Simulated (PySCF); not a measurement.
Assigning NMR signals

Numbering as in the mapped SMILES `[CH:1]#[C:2][C:3]1=[CH:4][SiH2:5][C:6]([C:7]#[N:8])=[CH:9]1`. Each H is labelled by its parent atom.

- shielding tensors at PBE0/pcSseg-1 (GIAO)
- geometry from GFN2-xTB
- program: PySCF 2.14
- non-relativistic Hamiltonian, single conformer, no solvent, fast rotation and ring inversion assumed for equivalent nuclei

Chemical shifts δ = σref − σ; TMS for ¹³C, ¹H, all at this level.

(1) Assign these signals to the numbered atoms. ¹³C{¹H} NMR (computed): δ 169.3 (CH), 148.1 (C), 147.3 (CH), 122.4 (C), 119.2 (C), 93.8 (CH), 85.7 (C).

(2) Assign these signals to the numbered atoms. ¹H NMR (400 MHz, computed): δ 7.57 (s, 1H), 6.82 (t, 1H), 4.82 (m, 2H), 3.12 (s, 1H).

Results:

(1) 
169.3 → C9, alkene CH
148.1 → C3, fully substituted alkene carbon: as expected for a trigonal carbon in a double bond
147.3 → C4, alkene CH: as expected for a trigonal carbon in a double bond
122.4 → C7, nitrile carbon: typical of a nitrile
119.2 → C6, fully substituted alkene carbon: as expected for a trigonal carbon in a double bond
93.8 → C1, terminal alkyne carbon: the triple bond shields along its axis, which puts it between sp3 and sp2 carbons
85.7 → C2, alkyne carbon: sp carbons lie upfield of alkene carbons because the cylindrical π system leaves one tensor component strongly shielded

C3 and C4 lie closer than the usual error of such a calculation, so a measured spectrum could show them in the other order.

(2) 
| δ (ppm) | atoms | environment | reason |
| --- | --- | --- | --- |
| 7.57 | H(C9) | hydrogen on an alkene CH | olefinic region |
| 6.82 | H(C4) | hydrogen on an alkene CH | – |
| 4.82 | H(Si5) | hydrogen on a silicon bonded to 2 C, in a 5-membered ring | – |
| 3.12 | H(C1) | hydrogen on a terminal alkyne carbon | it lies on the axis of the triple bond, in its shielding cone |

Shifts are as computed. Against solution values, carbons near 30 ppm lie about +3 ppm off and those near 130 ppm about +5 ppm. Of 1309 compounds with measured shifts, 239 miss one by over three times the rms of a fit or turn the order of signals round; such compounds aren't used in these exercises. No couplings were computed; multiplicities are counted from neighbouring protons, with m where these are inequivalent, close in shift, in a saturated or five-membered ring or joined by F or P, and br s for small geminal =CH2 splittings.
